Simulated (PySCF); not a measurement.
# One molecule, several mistakes: BH4N2Si

These are calculations, not measurements. The program is PySCF 2.14.0, an open-source quantum chemistry code, run on an isolated molecule that a program drew, which may never have been made. The molecule is BH4N2Si (charge 0, doublet), drawn as the SMILES string `[BH][Si](=N)N`.

Each row is a Hartree-Fock (HF) and frozen-core CCSD(T) single point in the cc-pV(D+d)Z basis, meant for a local HF minimum. Run 1 is clean. Each other run has one planted mistake out of seven kinds, and not every kind appears here: one electron removed, one electron added, multiplicity raised by two, geometry at a saddle point, minimal basis STO-3G, one bond length entered in bohr, all coordinates scaled. The reference is restricted for singlets and unrestricted otherwise, and also for a bond in bohr. Adding or removing an electron swaps singlet and doublet. Electrons count all cores. HOMO and LUMO are orbital energies over both spins, the gradient is its largest component, and the lowest frequency (negative if imaginary) is given only where the gradient is small. Bond lengths are over the 7 bonds as drawn. T1 is the CCSD diagnostic: over 0.02 (restricted) or 0.045 (unrestricted) a single reference is doubtful.

Geometry of the clean run:
```xyz
8
BH4N2Si, angstrom
B    -2.2596   -1.5005    0.2088
Si   -0.3676   -1.1441   -0.2864
N     0.8742   -0.8786    0.6385
N    -0.1803   -1.2430   -1.9540
H    -3.2637   -0.9743    0.5692
H     0.8469   -0.7546    1.6311
H    -0.8801   -1.5675   -2.5897
H     0.7170   -1.1221   -2.3834
```

```
run,electrons,basis functions,<S^2>,HOMO (eV),LUMO (eV),gradient (hartree/bohr),lowest frequency (cm^-1),mean bond (Å),longest bond (Å),T1,HF (hartree),CCSD(T) (hartree),mistake
1,37,85,0.765,-8.99,0.69,3.3e-05,189,1.3474,1.988,0.0231,-424.77445,-425.31396,no fault
2,37,85,1.995,-8.31,0.98,3.3e-02,-,1.5611,3.177,0.0506,-424.64582,-425.15672,one bond length entered in bohr
3,37,85,0.761,-8.98,0.83,1.3e-01,-,1.2410,1.831,0.0215,-424.70489,-425.22779,all coordinates scaled
4,36,85,0.000,-14.70,-6.92,6.0e-02,-,1.3474,1.988,0.0438,-424.47947,-425.03225,one electron removed
5,37,28,1.079,-4.72,6.08,9.1e-02,-,1.3474,1.988,0.0500,-419.60906,-419.81625,?
6,37,85,0.756,-9.33,0.50,4.6e-05,-369,1.3529,2.009,0.0200,-424.76992,-425.30974,?
```

**Which mistake was planted in run 5, and what did it cost?**

It has 28 basis functions where the clean run has 85, with the same electrons and geometry. So the mistake is: minimal basis STO-3G. Subtracting run 1 and multiplying by 627.51 kcal/mol a hartree, the energy moved by 3241.3 kcal/mol in HF and 3449.9 kcal/mol in CCSD(T).

**Which mistake was planted in run 6, and what did it cost?**

The gradient is small, so the point is stationary, but the lowest frequency is imaginary (-369 cm^-1). So the mistake is: geometry at a saddle point. Subtracting run 1 and multiplying by 627.51 kcal/mol a hartree, the energy moved by 2.8 kcal/mol in HF and 2.6 kcal/mol in CCSD(T).

Cautions from the logs. Run 2: T1 is over the limit, so its CCSD(T) energy is less reliable; run 4: T1 is over the limit, so its CCSD(T) energy is less reliable; run 5: T1 is over the limit, so its CCSD(T) energy is less reliable.
